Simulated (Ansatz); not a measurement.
Dissociation curve of HF (cation, charge +1), doublet.

Method: full CI/def2-SVP, frozen core in Ansatz (a first-principles code).

Q: Relative to R = 1.01 Å, what are the energies at R = 1.19, 1.52, 1.99, 2.19 Å?

A: 36.1 kJ/mol at 1.19 Å, 152.8 kJ/mol at 1.52 Å, 274.3 kJ/mol at 1.99 Å, 304.5 kJ/mol at 2.19 Å.
